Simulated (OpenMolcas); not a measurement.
W4+ (d2) on a cation site of an ionic host was computed by CASSCF with the d shell active (OpenMolcas, ANO-RCC-VTZP on the metal). Its lowest spin-free states, and all those of the highest spin:

```csv
2S+1,Degeneracy,E (cm-1)
3,3,0.0
1,3,9722
1,2,9734
1,1,22812
3,3,40111
3,3,48682
1,3,50780
1,3,53352
3,1,81725
1,2,92859
1,1,104808
```

Question: Is the site octahedral, tetrahedral or cube-like, axial, or of lower symmetry?

Answer: The states with 2S+1 = 3 have orbital degeneracies 3, 3, 3, 1. Threefold states need a cubic site. For d2 at this spin an octahedron puts the threefold T1 below the threefold T2 and a tetrahedron or cube puts the single A2 below the threefold T2, so the site is octahedral. The run had W4+ with its 6 nearest fluoride ions at 1.912 Å, on the Ge site of Cs2GeF6 (a = 9.021 Å, distance in the model lattice 1.804 Å). The rest of the host is ab initio model potentials to 7.6 Å and point charges beyond; the distance is set by hand and nothing relaxes. Ligand basis ANO-RCC-VDZP.

An orbital triplet at a regular site is open to Jahn-Teller coupling, which can distort the site and quench the lowest spin-orbit gaps and is left out. Without dynamic correlation the repulsion within the d shell is too large (B by tens of per cent), so at a given field states of lower spin stand too high. The least metal-like active orbital is 75 % on the metal (Löwdin) and no ligand orbital is active, so the numbers are rough. With metal d orbitals alone the field can be off either way by tens of per cent. Ligand-to-metal charge-transfer states are missing. With no ligand orbital active B as a rule stays too high, so bands that hang on it stand too high and its fall with covalency is understated. No measured value stands beside these numbers; the geometry was set by hand and not optimised.
